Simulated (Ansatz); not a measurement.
System: SF, charge 0, doublet. SF (SMILES F[S], doublet).
B3LYP-D3(BJ)/def2-TZVP minimum from Ansatz (an electronic-structure program):
```xyz
2

S      0.0000     0.0000    -0.5793
F      0.0000     0.0000     1.0299
```
Charge 0, spin multiplicity 2.

Total energies in hartree (Ansatz). Radicals and triplets start from unrestricted determinants; spin-orbit coupling is neglected. Correlated methods leave the cores frozen. No relativity.

| species | HF/cc-pV(T+d)Z | CCSD(T)/cc-pV(T+d)Z | HF/cc-pV(Q+d)Z | CCSD(T)/cc-pV(Q+d)Z | CCSDT(Q)/cc-pV(Q+d)Z |
|---|---|---|---|---|---|
| 1: SF (SMILES F[S], doublet) | -496.96869 | -497.39800 | -496.98246 | -497.44845 | -497.45013 |
| 2: S (triplet) | -397.50938 | -397.65444 | -397.51264 | -397.66785 | -397.66887 |
| 3: F (doublet) | -99.40552 | -99.62036 | -99.41377 | -99.65026 | -99.65054 |

Question: Work out the atomisation energy (electronic, to ground-state atoms) in kcal/mol: take Hartree-Fock from cc-pV(Q+d)Z, extrapolate the CCSD(T) correlation energy as X^-3 (X = 3, 4), and add CCSDT(Q) - CCSD(T) in cc-pV(Q+d)Z. 1 hartree = 627.51 kcal/mol.

Answer: 
Species 1: correlation (64·(-0.46599) - 27·(-0.42931))/37 = -0.49276; step -0.00168; E1 = -496.98246 + (-0.49276) + (-0.00168) = -497.47690
Species 2: correlation (64·(-0.15521) - 27·(-0.14506))/37 = -0.16262; step -0.00102; E2 = -397.51264 + (-0.16262) + (-0.00102) = -397.67628
Species 3: correlation (64·(-0.23649) - 27·(-0.21484))/37 = -0.25229; step -0.00028; E3 = -99.41377 + (-0.25229) + (-0.00028) = -99.66634
-1·E1 +1·E2 +1·E3 = 0.13428 hartree = 84.3 kcal/mol.
